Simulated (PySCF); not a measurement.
Ge(Br)(OMe) (CH₃BrGeO), SMILES C[O][Ge][Br] (connectivity only; charge and spin as stated), neutral, multiplicity 1. Heavy atoms are numbered as in [Ge:1]([Br:2])[O:3][CH3:4]. Hydrogens are named by the atom that carries them.

Geometry: PBE0-D3(BJ)/def2-SVP. The structure was generated by enumeration; whether it is a known compound was not checked. Other conformers were not sampled.

Computed with PySCF with HF/def2-TZVP.

ESP charges are fitted to the potential on shells at 1.4 to 2.0 van der Waals radii. Atomic charges (e), one atom of each kind:

```json
[
 {"atom": "Ge1", "ESP fit": "0.31", "meta-Löwdin": "0.79", "Löwdin": "0.27"},
 {"atom": "Br2", "ESP fit": "(withheld)", "meta-Löwdin": "-0.38", "Löwdin": "-0.07"},
 {"atom": "O3", "ESP fit": "(withheld)", "meta-Löwdin": "-0.66", "Löwdin": "-0.13"},
 {"atom": "C4 (CH3)", "ESP fit": "0.01", "meta-Löwdin": "-0.03", "Löwdin": "-0.35"},
 {"atom": "H on C4", "ESP fit": "(withheld)", "meta-Löwdin": "0.09", "Löwdin": "0.09"}
]
```

Fill in the missing entries. (An estimate is asked for; the answer gives what the named calculation found.)


- Br2, ESP fit: -0.21
- O3, ESP fit: -0.28
- H on C4, ESP fit: 0.06
